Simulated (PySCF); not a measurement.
Circular dichroism: SMILES C[C@@]1(C=O)C=C[C@H]1Cl, C6H7ClO

Geometry (Å), atoms numbered from 1 in this order:
```xyz
15

C     0.957    0.337   -1.839
C     0.627    1.049   -0.539
C    -0.865    1.277   -0.404
O    -1.379    2.306   -0.059
C     1.232    0.445    0.729
C     2.001    1.509    0.995
C     1.477    2.308   -0.162
Cl    2.684    2.853   -1.360
H     2.033    0.131   -1.900
H     0.414   -0.620   -1.900
H     0.678    0.954   -2.707
H    -1.488    0.372   -0.635
H     1.054   -0.510    1.230
H     2.724    1.754    1.776
H     0.858    3.179    0.093
```

Level of theory: TDDFT PBE0/aug-cc-pVDZ circular dichroism and optical rotation, one conformer, gas phase in PySCF. Geometry: PBE0-D3(BJ)/def2-SVP.

The molecule is flexible and this is one conformer; a measurement averages over conformers.

Q: What are the CIP labels of the stereocentres?

A: C2 S, C7 R.

Q: List the lowest 12 singlet excitations with oscillator and rotatory strengths.

A: Rotatory strengths R in 10⁻⁴⁰ esu² cm², velocity form and length form (origin at the centre of mass); f in length form.
| state | E (eV) | λ (nm) | f | R (velocity) | R (length) | main |
| --- | --- | --- | --- | --- | --- | --- |
| 1 | 4.04 | 307 | 0.003 | -13.8 | -13.7 | HOMO→LUMO 0.82 |
| 2 | 5.71 | 217 | 0.024 | -17.1 | -17.4 | HOMO→LUMO+1 0.36, HOMO−2→LUMO 0.21 |
| 3 | 5.85 | 212 | 0.006 | -17.4 | -18.1 | HOMO−1→LUMO 0.75, HOMO→LUMO+1 0.15 |
| 4 | 5.89 | 211 | 0.008 | -12.7 | -12.5 | HOMO−2→LUMO 0.60, HOMO→LUMO+1 0.24 |
| 5 | 6.11 | 203 | 0.028 | -8.9 | -9.0 | HOMO−3→LUMO 0.82, HOMO→LUMO+1 0.11 |
| 6 | 6.35 | 195 | 0.013 | +11.3 | +11.5 | HOMO→LUMO+2 0.94 |
| 7 | 6.72 | 184 | 0.027 | -29.8 | -30.1 | HOMO→LUMO+3 0.93 |
| 8 | 6.81 | 182 | 0.004 | -10.1 | -10.0 | HOMO−1→LUMO+1 0.83 |
| 9 | 6.90 | 180 | 0.026 | +29.3 | +29.6 | HOMO→LUMO+4 0.65 |
| 10 | 6.97 | 178 | 0.008 | -0.7 | -0.7 | HOMO→LUMO+5 0.80 |
| 11 | 7.05 | 176 | 0.007 | +5.2 | +5.2 | HOMO−3→LUMO+1 0.67, HOMO→LUMO+4 0.16 |
| 12 | 7.19 | 172 | 0.021 | +6.2 | +6.5 | HOMO−4→LUMO 0.81 |

Among the states computed, the strongest CD band (largest |R|) is state 7. The largest dissymmetry factor in size, g = 4R/(D+G), with D and G the electric and magnetic dipole strengths, is -0.025 for state 3 (velocity form, f = 0.006), among bands with |R| over 0.5. The mirror image has the same energies and oscillator strengths and all R with the opposite sign.
